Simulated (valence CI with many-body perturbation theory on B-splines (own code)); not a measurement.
## Cs40+: key properties

Level of theory: valence CI with perturbative core correlation (CI+MBPT): five valence electrons over a frozen Dirac-Fock core [Ne], radial functions for each j: 11 s, 11 p, 10 d, 8 f, 5 g, 2 h, with the one-electron correlation potential Σ1 (screened to all orders), the two-electron term Σ2, the three-electron term Σ3, Breit, model QED; selected single and double excitations, second order for the rest, scaled by the run's own slope (own B-spline code, finite nucleus).

The last digits are not significant, and no measured levels were compared; by estimate large intervals hold to a few tenths of a per cent, small ones and those within an open d or f shell to about a per cent. Among the levels kept, up to 3200 cm⁻¹ of a level comes from second order outside the variational space, and about a tenth of that is noise between levels of different J, which matters for small intervals.

Levels are named by their leading jj configuration (3d3/2^4 stands for four electrons in 3d with j = 3/2), which in mixed levels can hold well under half, so a name can repeat and another be missing.

Rates and lifetimes use the calculated energies. Strong lines usually hold to 10 to 20 %, long lifetimes can be off by a factor of two.

What is the ground level?

(3s^2 3p1/2^2 3p3/2) J=3/2, composition 44 % 3s2 3p3 2P° + 30 % 3s2 3p3 4S° + 25 % 3s2 3p3 2D°, g = 1.394.

Name the longest-lived excited levels whose lifetime is computed, and their main decay.

(3s^2 3p1/2 3p3/2^2) J=5/2 at 86.40 eV lives 1.06 μs, mostly by M1 to (3s^2 3p1/2^2 3p3/2) J=3/2; (3s^2 3p1/2 3p3/2^2) J=1/2 at 96.71 eV lives 262 ns, mostly by M1 to (3s^2 3p1/2^2 3p3/2) J=3/2; (3s^2 3p1/2 3p3/2^2) J=3/2 at 78.04 eV lives 198 ns, mostly by M1 to (3s^2 3p1/2^2 3p3/2) J=3/2. The lifetime of (3s^2 3p1/2 3p3/2 3d5/2) J=9/2 is too uncertain to give, and may be longer.

What is the ionisation energy?

2946.9 eV; NIST lists 2945 ± 4 eV (theoretical).

How well does LS coupling describe the low levels?

Among the lowest 20 levels the leading LS term, summed over configurations, holds 51 % on average. For single configurations the figures are 47 % in LS and 85 % in jj coupling. Terms mix most in the J = 3/2 level at 234.09 eV, where the leading one holds 31 %.

Among levels below 569.35 eV, which E1 lines absorb most strongly from the ground level?

to (3s^2 3p1/2 3p3/2 3d3/2) J=3/2 at 4.663 nm, f = 0.278; to (3s^2 3p1/2 3p3/2 3d3/2) J=5/2 at 4.739 nm, f = 0.234; to (3s^2 3p1/2 3p3/2 3d3/2) J=1/2 at 4.663 nm, f = 0.100.
